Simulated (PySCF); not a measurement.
Gas-phase XPS of `CNBN(C)C`, computed

Compound: C3H11BN2.
SMILES with atom numbers: `[CH3:1][NH:2][BH:3][N:4]([CH3:5])[CH3:6]`

Method used: PySCF 2.14.0, delta-SCF UKS SCAN, pcX-2 on the ionised atom, pcseg-1 elsewhere, spin-free X2C. Binding energies are ΔSCF values: E(core-ionised, relaxed orbitals) − E(ground state) at a fixed geometry, referred to the vacuum level.

Task: Give the core binding energies atom by atom.

Result: 
```tsv
atom(s)	environment	level	binding energy (eV)	above the level's lowest (eV)	count
N2	boron-bound nitrogen	N 1s	404.34	+0.06	1
N4	boron-bound nitrogen	N 1s	404.28	0.00	1
C1	N-methyl carbon	C 1s	291.43	+0.16	1
C5/C6	N-methyl carbon	C 1s	291.27	0.00	2
B3	three-coordinate boron	B 1s	194.85	0.00	1
```

The 2 C 1s values lie within 0.16 eV of each other; Gaussian lines of 0.5 eV full width would blend them into one maximum.

The 2 N 1s values lie within 0.06 eV of each other; Gaussian lines of 0.5 eV full width would blend them into one maximum.

Task: Which photon wavelength matches the B 1s of B3 threshold?

Result: λ = hc/E = 12398.42 eV Å / 194.85 eV = 63.631 Å.

Task: Express the binding energy of B 1s of B3 in atomic units and per mole.

Result: 194.85 eV = 7.1606 Eh = 18800 kJ/mol.

One atom of each set of topologically equivalent atoms was ionised and stands for the set; in this conformer not all members are related by symmetry, and their own values weren't computed. Isolated species at its PBE0-D3(BJ)/def2-SVP geometry (one conformer only).

The values belong to the conformer `[CH3:1][NH:2][BH:3][N:4]([CH3:5])[CH3:6]`: C1–N2–B3–N4 178°, N2–B3–N4–C5 176°.
